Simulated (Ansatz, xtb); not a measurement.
Two structures of AlHLiN2P

Structure I is a singlet given by its coordinates and structure II is `[Li][N]1[AlH-]2[N]=[P+]12`, a singlet. Both are isolated molecules in the gas phase, relaxed with PBE0-D3(BJ)/pcseg-1.

I (Å):

```xyz
6

Al   -0.9123    0.3175   -2.3985
Li   -0.8459    0.5391    0.3336
N     0.2865    1.0546   -0.9385
N     0.6118    1.0301   -3.3809
P     1.2690    1.6956   -2.0079
H     0.9383    1.2557   -4.3144
```

Close contacts (Å): Al1–Li2 2.74, Al1–N3 2.03, Al1–N4 1.95, Li2–N3 1.78, N3–P5 1.59, N4–P5 1.66, N4–H6 1.01.

II (Å):

```csv
atom,x (Å),y (Å),z (Å)
Al,0.8709,0.8316,-2.8814
Li,-0.7079,2.9543,-0.5807
N,0.1835,-0.8393,-2.4984
N,-0.1804,1.5329,-1.5195
P,-0.6584,-0.0832,-1.3614
H,1.9052,1.4746,-3.9041
```

Q: Estimate E(II) − E(I) at the level CCSD(T)/def2-TZVP.

A: Calculated at CCSD(T)/def2-TZVP: E(II) − E(I) = +6.4 kcal/mol, so structure I lies lower.

How the difference moves with the method:

```tsv
level	geometry	E(II) − E(I) (kcal/mol)	departure from the last row (kcal/mol)	job, with rough time for the two
PBE0-D3(BJ)/pcseg-1	PBE0-D3(BJ)/pcseg-1	+10.4	+4.0	optimisation, 40 s
HF/def2-TZVP	PBE0-D3(BJ)/pcseg-1	+8.6	+2.2	part of the CCSD(T) run
MP2/def2-TZVP	PBE0-D3(BJ)/pcseg-1	+2.2	−4.2	part of the CCSD(T) run
CCSD(T)/def2-TZVP	PBE0-D3(BJ)/pcseg-1	+6.4		single point, 30 s
```

None of the levels shown reverses the order. The largest departure from CCSD(T)/def2-TZVP is that of MP2/def2-TZVP, 4.2 kcal/mol. Levels run at GFN2-xTB geometries aren't shown.

With harmonic frequencies from PBE0-D3(BJ)/pcseg-1 (ideal gas, rigid rotor, one conformer each, 298.15 K, 1 atm): the zero-point term adds −2.5 kcal/mol; ΔH is +3.7 and ΔG +4.1 kcal/mol.

The correlated steps freeze 12 core orbitals; the last core shell of Li is correlated, in a basis made for valence electrons. Mirror images aren't counted in ΔG. Codes used: Ansatz 0.2.0; the last row on 2 threads of Intel(R) Xeon(R) CPU @ 2.60GHz (Ice Lake) on a shared host.
